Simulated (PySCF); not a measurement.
**Stationary points of LuH₂⁺**

Level of theory: PySCF, PBE0, basis Lu def2-TZVP with ECP28, H def2-TZVP (scalar-relativistic core potentials, no spin–orbit coupling, density fitting).

Relaxations began from a few typed shapes. The search is not exhaustive: other isomers or separated fragments can lie lower, and high-lying points may rest on an excited occupation.

| spin | group | bonds | angles | imaginary modes (cm⁻¹) | ΔE (kJ/mol) | ΔE with ZPE (kJ/mol) |
| --- | --- | --- | --- | --- | --- | --- |
| singlet | C2v | Lu–H 1.847 Å (×2) | H–Lu–H 104.8° | none | 0.0 | 0.0 |
| singlet | D∞h | Lu–H 1.959 Å (×2) | H–Lu–H 180.0° | 835i, 835i | 110.5 | – |

The lowest minimum found is the singlet C2v: Lu–H 1.847 Å (×2); H–Lu–H 104.8°.

Formally Lu is in oxidation state +3, d0. A d0 centre has no lone pair, yet it is C2v rather than linear: covalent bonding through the d orbitals favours lower symmetry. The polar-tensor charge on Lu, 1.66, is far below the formal one.

For the lowest minimum: stability towards spin polarisation was not tested.
